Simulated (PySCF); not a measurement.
**Computed properties of C2H6ClFSi, SMILES [Si@@H](CC)(Cl)F**

C2H6ClFSi, SMILES CC[Si@@H](F)Cl. The structure is a stationary point at PBE0-D3(BJ)/def2-SVP. The structure was generated by enumeration; whether it is a known compound was not checked. One conformer was computed; it need not be the lowest. All values are computed for the isolated molecule unless a solvent is named; none is compared with measurement here.

**Structure.** All 27 harmonic modes at PBE0-D3(BJ)/def2-SVP (PySCF) are real, so it is a minimum. With heavy atoms numbered as in [CH3:1][CH2:2][Si@@H:3]([F:4])[Cl:5], the shortest bond between them is C1–C2 at 1.527 Å and the longest Si3–Cl5 at 2.062 Å.

**Vibrations.** The strongest infrared lines (harmonic, unscaled, degenerate partners summed) lie at 820 cm⁻¹ (214 km/mol, H 72 %, Si 18 %), 910 cm⁻¹ (151 km/mol, F 37 %, Si 35 %, H 25 %), 2288 cm⁻¹ (127 km/mol, H 97 %). The softest mode is at 65 cm⁻¹ and the zero-point energy is 49.8 kcal/mol.

**Electronic structure.** B3LYP/def2-TZVP (PySCF) places the frontier levels at -8.51 and 0.32 eV, a gap of 8.83 eV, and gives a dipole moment of 2.20 D and a mean polarisability of 59.4 bohr³. PBE/def2-TZVP (PySCF) at the same geometry gives -7.37 and -0.34 eV, so its gap is 1.80 eV narrower. An orbital gap is neither the optical nor the fundamental gap.

**Excitations.** TDDFT-M06-2X/def2-SVPD (PySCF) has S1 at 7.98 eV (155 nm, f = 0.019, weak); the most intense of the 10 singlets computed lies at 9.16 eV (f = 0.09). T1 (TDA) is at 7.71 eV. TDDFT-PBE/def2-SVPD (PySCF) puts S1 at 7.04 eV. No vertical singlet excitation falls in the visible range (under 3.1 eV).

**NMR.** GIAO shifts at PBE0/pcSseg-1 (PySCF) (non-relativistic, atoms alike by connectivity averaged): ¹³C from 7.4 to 15.4 ppm against TMS; ¹H from 1.0 to 5.8 ppm against TMS; ²⁹Si at 22.5 ppm against TMS; ¹⁹F at -170.4 ppm against CFCl3. Without spin–orbit terms, shifts of atoms bonded to Cl or Br come out too high.

**Solvation.** SMD-PBE0/6-31G* (PySCF) gives -0.1 kcal/mol in water, -4.0 kcal/mol in acetonitrile, -4.5 kcal/mol in dichloromethane (1 M in both phases, gas-phase geometry).
